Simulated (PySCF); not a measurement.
C$_{4}$H$_{12}$NSi (SMILES CN(C)[Si](C)C), doublet, geometry from GFN2-xTB; PBE0-D4/6-31G (PySCF).

The PySCF input:
```python
from pyscf import gto, scf, dft

mol = gto.Mole()
mol.atom = '''
    C     1.47598303   -0.63183151    1.36072763
    N     0.90989550    0.02948944    0.21618136
    C     1.92186935    0.55811203   -0.65810281
    Si   -0.67630915   -0.37435750   -0.37449758
    C    -1.82499270   -0.51854130    1.14315112
    C    -1.24713670    1.06935370   -1.48540107
    H     2.10771027   -1.48119756    1.07024335
    H     2.09741409    0.07155301    1.92387189
    H     0.68492818   -0.99481951    2.00938050
    H     1.45884825    1.06972134   -1.49606793
    H     2.57640866   -0.23168633   -1.04883475
    H     2.54635003    1.27194759   -0.11177425
    H    -2.86256635   -0.49757800    0.82559496
    H    -1.67390825   -1.44256320    1.69198787
    H    -1.66892322    0.31080831    1.83079913
    H    -0.76373648    1.06220686   -2.45705957
    H    -2.31690686    1.00487576   -1.65653659
    H    -1.04089684    2.02875314   -1.01415706
'''
mol.basis = '6-31g'
mol.spin = 1
mol.verbose = 5
mol.build()

mf = dft.UKS(mol)
mf.xc = 'pbe0'
mf.disp = 'd4'
mf.kernel()
```

Problem. What does PySCF print? Leave out banner, timings and long lists.

Solution. 
```
PySCF version 2.14.0

[INPUT] verbose = 5
[INPUT] max_memory = 4000
[INPUT] num. atoms = 18
[INPUT] num. electrons = 57
[INPUT] charge = 0
[INPUT] spin (= nelec alpha-beta = 2S) = 1
[INPUT] symmetry False subgroup None
[INPUT] Mole.unit = angstrom
[INPUT] Symbol           X                Y                Z      unit          X                Y                Z       unit  Magmom
[...]
[INPUT] ---------------- BASIS SET ----------------
[INPUT] l, kappa, [nprim/nctr], expnt,             c_1 c_2 ...
[INPUT] N
[...]
                                627.4579          0.013995
                                142.9021          0.068587
                                40.23433          0.232241
                                12.82021          0.46907
                                4.390437          0.360455
[...]
                                2.71628           -0.169118
                                0.772218          1.145852
[...]
                                2.71628           0.323907
                                0.772218          0.740895
[...]
[INPUT] H
[...]
                                2.8253937         0.23472695
                                0.6401217         0.81375733
[...]
[INPUT] C
[...]
                                457.36951         0.0140373
                                103.94869         0.0688426
                                29.210155         0.2321844
                                9.286663          0.4679413
                                3.163927          0.362312
[...]
                                1.8812885         -0.1608542
                                0.5442493         1.1434564
[...]
                                1.8812885         0.316424
                                0.5442493         0.7443083
[...]
[INPUT] Si
[...]
                                2425.58           0.0149288
                                553.867           0.0728478
                                156.34            0.24613
                                50.0683           0.485914
                                17.0178           0.325002
[...]
                                69.8731           -0.0357146
                                22.3363           -0.114985
                                8.15039           0.0935634
                                3.13458           0.603017
                                1.22543           0.418959
[...]
                                0.572922          0.00431572
                                0.222192          1.09818
[...]
                                69.8731           0.0326679
                                22.3363           0.134721
                                8.15039           0.328678
                                3.13458           0.44964
                                1.22543           0.261372
[...]
                                0.572922          0.253539
                                0.222192          0.800669
[...]
nuclear repulsion = 314.222021499478
number of shells = 56
number of NR pGTOs = 204
number of NR cGTOs = 82
basis = 6-31g
ecp = {}

******** <class 'pyscf.dft.uks.UKS'> ********
method = UKS
initial guess = minao
damping factor = 0
level_shift factor = 0
DIIS = <class 'pyscf.scf.diis.CDIIS'>
diis_start_cycle = 1
diis_space = 8
diis_damp = 0
SCF conv_tol = 1e-09
SCF conv_tol_grad = None
SCF max_cycles = 50
direct_scf = True
direct_scf_tol = 1e-13
number electrons alpha = 29  beta = 28
XC library pyscf.dft.libxc version 7.1.2
    S. Lehtola, C. Steigemann, M. J. T. Oliveira, and M. A. L. Marques,  SoftwareX 7, 1–5 (2018)
XC functionals = pbe0
    C. Adamo and V. Barone,  J. Chem. Phys. 110, 6158 (1999)
    M. Ernzerhof and G. E. Scuseria,  J. Chem. Phys. 110, 5029 (1999)
radial grids:
    Treutler-Ahlrichs [JCP 102, 346 (1995); DOI:10.1063/1.469408] (M4) radial grids

becke partition: Becke, JCP 88, 2547 (1988); DOI:10.1063/1.454033
pruning grids: <function nwchem_prune>
grids dens level: 3
symmetrized grids: False
[...]
  1.34155301e-01  1.52889961e-01  1.69086590e-01  1.70050302e-01
  1.76661623e-01  1.76814132e-01  1.88774756e-01  1.91394959e-01
  2.00210912e-01  2.13116324e-01  2.26868691e-01  2.37735675e-01
  2.51330587e-01  2.58953459e-01  3.32351230e-01  3.68708020e-01
  3.96407669e-01  4.48148841e-01  5.38708088e-01  5.42636889e-01
  5.94026292e-01  6.40767230e-01  6.45770096e-01  6.65516214e-01
  7.06428908e-01  7.08725006e-01  7.14184557e-01  7.19888232e-01
  7.89852824e-01  8.10453022e-01  8.66252690e-01  9.28049276e-01
  9.50044345e-01  9.69186895e-01  9.69354859e-01  9.82578521e-01
  9.90674387e-01  9.93539051e-01  1.00113367e+00  1.01604522e+00
  1.02263094e+00  1.06807693e+00  1.06847461e+00  1.12291247e+00
  1.13568861e+00  1.18271428e+00  1.22192620e+00  1.24219895e+00
  1.47700081e+00  1.60353428e+00]
multiplicity <S^2> = 0.7516033  2S+1 = 2.0016027
nelec by numeric integration = [28.99997909 27.99998129]
E1 = -1312.584814724185  E2 = 494.97569263145226  Ecoul = 548.6756083343863  Exc = -53.69991570293403
cycle= 11 E= -503.400529182524  delta_E= -1.35e-10  |g|= 3.12e-06  |ddm|= 3.18e-05
  alpha mo_energy =
[-66.24871286 -14.38615809 -10.24418374 -10.2441644  -10.20289861
 -10.202745    -5.33074823  -3.66557018  -3.66387653  -3.66259236
  -0.93604999  -0.73480035  -0.7254461   -0.69859839  -0.64426517
  -0.5230198   -0.47116274  -0.46722244  -0.44357987  -0.41537896
  -0.4052801   -0.40419945  -0.40159893  -0.39896712  -0.37587573
  -0.34294527  -0.31330172  -0.25746149  -0.16138315   0.07738307
   0.08767878   0.09573845   0.12978944   0.15008333   0.1642857
   0.16601032   0.17301235   0.17342538   0.18660257   0.18856294
   0.19932631   0.20278885   0.22228358   0.22941134   0.24976103
   0.25733123   0.30825587   0.36192767   0.388974     0.43843665
   0.53717372   0.53954201   0.59181116   0.63836134   0.63926869
   0.66366417   0.70365531   0.70685131   0.70891153   0.71542174
   0.78902055   0.80880058   0.85726409   0.9264341    0.94854418
   0.96782003   0.96841545   0.98007832   0.98885109   0.98969089
   0.99969007   1.01297118   1.02187844   1.06581952   1.06702546
   1.12023157   1.13368849   1.17900735   1.21851249   1.23827817
   1.47620067   1.59777746]
  beta  mo_energy =
[-6.62461238e+01 -1.43814713e+01 -1.02444416e+01 -1.02444229e+01
 -1.02017536e+01 -1.02015766e+01 -5.32724372e+00 -3.66224523e+00
 -3.66054269e+00 -3.65700649e+00 -9.27843378e-01 -7.34189476e-01
 -7.20696950e-01 -6.95858021e-01 -6.40582731e-01 -5.17323241e-01
 -4.65258427e-01 -4.65128031e-01 -4.35265318e-01 -4.09745305e-01
 -4.02962831e-01 -4.02463504e-01 -4.00548629e-01 -3.96819709e-01
 -3.75337849e-01 -3.36678883e-01 -3.05223640e-01 -2.27272268e-01
 -4.73745983e-02  9.01751177e-02  1.00488662e-01  1.01500594e-01
  1.34155559e-01  1.52889854e-01  1.69086680e-01  1.70050418e-01
  1.76661814e-01  1.76814218e-01  1.88774913e-01  1.91395170e-01
  2.00210958e-01  2.13116312e-01  2.26868815e-01  2.37735846e-01
  2.51330774e-01  2.58953767e-01  3.32350923e-01  3.68707639e-01
  3.96407307e-01  4.48148560e-01  5.38708207e-01  5.42637155e-01
  5.94026890e-01  6.40767414e-01  6.45770162e-01  6.65516697e-01
  7.06428926e-01  7.08725493e-01  7.14184415e-01  7.19888274e-01
  7.89852850e-01  8.10453245e-01  8.66253327e-01  9.28049819e-01
  9.50044513e-01  9.69186953e-01  9.69355090e-01  9.82578496e-01
  9.90675012e-01  9.93539358e-01  1.00113378e+00  1.01604523e+00
  1.02263123e+00  1.06807694e+00  1.06847492e+00  1.12291271e+00
  1.13568905e+00  1.18271475e+00  1.22192604e+00  1.24219885e+00
  1.47700144e+00  1.60353489e+00]
multiplicity <S^2> = 0.75160323  2S+1 = 2.0016026
nelec by numeric integration = [28.99997909 27.99998129]
E1 = -1312.5848007717925  E2 = 494.9756786790558  Ecoul = 548.6755921059365  Exc = -53.69991342688071
Extra cycle  E= -503.400529182528  delta_E= -3.98e-12  |g|= 3.15e-06  |ddm|= 9.08e-06
converged SCF energy = -503.400529182528  <S^2> = 0.75160323  2S+1 = 2.0016026
```
